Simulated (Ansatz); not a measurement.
Basis-set extrapolation for BH8NSi2 (`BN[SiH2][SiH3]`) (PBE0-D4/def2-TZVP geometry, frozen core, Ansatz). Multiplicity 1, RHF reference.

```tsv
	def2-TZVPP	def2-QZVPP
HF	-661.760660	-661.782948
MP2 correlation	-0.568342	-0.608185
CCSD(T) correlation	-0.652742	not run
```

Energies in hartree. Use E(X) = E(∞) + A·exp(−7.88·√X) for Hartree–Fock and E(X) = E(∞) + B·X^(−2.97) for correlation, with X = 3 and 4, and add CCSD(T) minus MP2 of the smaller set to the MP2 limit.

Task: What is the CCSD(T) energy at the basis-set limit?

Result: HF limit: -661.782948 + (-0.022288) × 0.13774 = -661.78602. MP2 limit: -0.608185 + (-0.039843) × 0.74074 = -0.63770. Higher-order term: -0.652742 − (-0.568342) = -0.08440. Total: -662.50812 hartree, 248.7 kJ/mol below CCSD(T)/def2-TZVPP.
